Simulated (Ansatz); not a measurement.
A geometry relaxed with PBE-D3(BJ)/def2-SVP (Ansatz, a quantum-chemistry and plane-wave program), charge 0, multiplicity 1:

```xyz
18

H     -0.1714    -1.7391    -1.0217
H     -2.1572     1.6321     0.8961
C      2.4461    -0.7687    -0.3980
C     -1.2356     1.1006     0.6095
C      3.4164     0.0552     0.1029
H      2.6647    -1.6998    -0.9355
F      4.7312    -0.1212     0.0287
H      0.0420     2.6121     1.5157
C     -0.0049     1.6620     0.9634
H     -2.7928    -2.0818    -1.4030
H     -3.7690    -1.2457     0.6823
C      1.1683     0.9838     0.5952
S      2.8163     1.4934     0.9266
Si    -2.9988    -0.8576    -0.5531
H     -3.8324     0.1402    -1.3134
C     -0.1329    -0.7889    -0.4657
C      1.1288    -0.2506    -0.1244
C     -1.3187    -0.1260    -0.1054
```

Question: Write the SMILES of this molecule.

Answer: `Fc1cc2cc([SiH3])ccc2s1`
